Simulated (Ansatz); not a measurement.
Reaction (silylene formation by 1,1-elimination): `CS[SiH](N)F` → H–F + `CS[Si]N`

Program: Ansatz. Geometries: PBE0-D4/def2-TZVP. ΔE: electronic, gas phase. CCSD(T)/CBS is the MP2 limit (def2-TZVPP, def2-QZVPP) plus CCSD(T) − MP2 in def2-TZVPP, frozen cores. This one scheme is used for every species. Functionals use def2-TZVPP. B3LYP here is the variant with VWN-RPA as its local correlation; programs differ in this. Each species was taken in one conformer, which may not be the lowest.

`CS[SiH](N)F`:

Cartesian coordinates in Å:
```
C -1.253 1.482 -0.912
S -0.035 0.197 -1.325
Si 0.245 -0.705 0.564
N 1.712 -1.536 0.481
F 0.182 0.471 1.655
H -2.207 1.040 -0.628
H -1.394 2.076 -1.814
H -0.885 2.122 -0.112
H -0.806 -1.656 0.987
H 1.902 -2.351 1.039
H 2.539 -1.141 0.066
```

H–F:

Cartesian coordinates in Å:
```
F -0.157 -0.403 -0.155
H 0.157 0.403 0.155
```

`CS[Si]N`:

```xyz
9

C     0.809   -1.725    0.517
S    -0.040   -0.170    0.906
Si   -0.194    0.674   -1.055
N    -0.996    2.123   -0.635
H     1.752   -1.764    1.061
H     1.008   -1.794   -0.554
H     0.181   -2.562    0.820
H    -1.282    2.424    0.285
H    -1.238    2.794   -1.347
```

CCSD(T)/CBS gives +269.8 kJ/mol.

Question: Another level gave +269.3 kJ/mol. Which?
A. PBE-D4/def2-TZVPP
B. B3LYP/def2-TZVPP
C. MP2/def2-TZVPP
D. ωB97M-V/def2-TZVPP

Answer: D. ωB97M-V 269.3, MP2/def2-TZVPP 276.6, PBE-D4 251.0, B3LYP 258.2 kJ/mol.

Largest T1 diagnostic among the species: 0.013.

The D4 term adds +6.8 kJ/mol with B3LYP and +3.8 kJ/mol with PBE0; it sums over pairs of atoms, weighted by their polarisabilities, and B3LYP, whose exchange is more repulsive, gets the larger term. From PBE to PBE0 (25 % exact exchange), in def2-TZVPP and without D4, ΔE moves by +18.1 kJ/mol.
